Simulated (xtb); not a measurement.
Cl2H4SSi2, SMILES Cl[SiH2]S[SiH2]Cl. All values are semi-empirical tight-binding results from xtb (GFN2-xTB unless named), good for trends rather than for accurate numbers. The structure is a stationary point at GFN2-xTB. This is a generated structure with no PubChem entry under its InChIKey; it may be hypothetical. One conformer was computed; it need not be the lowest.

Computed properties:
- orbital gap = 4.51 eV
- zero-point energy = 24.0 kcal/mol
- G − E(el) at 298.15 K (modified RRHO) = 1.9 kcal/mol
- static polarisability (D4 model) = 103.8 bohr³
- solvation energy, GFN2-xTB/ALPB(water) = -0.1 kcal/mol
- solvation energy, GFN2-xTB/ALPB(chcl3) = -6.3 kcal/mol
